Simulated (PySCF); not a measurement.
Al(Me)(Cl) (CH3AlCl), SMILES [CH3][Al+][Cl], charge +1. Coordinates come from a B3LYP-D3(BJ)/def2-TZVP optimisation. The multiplicity is an assumed one; other spin states were not compared. The isomer is the one that the SMILES or the coordinates give; other isomers of the formula were not compared.

TDA-LC-ωPBE/def2-SVPD (PySCF) puts the lowest singlet excitations at 7.25, 7.25, 7.73, 7.76, 7.76, 7.79 eV.

Question: What are the lowest excitation roots from ADC(2)/aug-cc-pVDZ in PySCF? (The exact figures need the calculation; the answer reports its results.)

Answer: 6.95, 6.95, 7.57, 7.59, 7.60, 7.61 eV. S1 differs by -0.29 eV (second minus first; roots are paired by order, and the bases may differ).
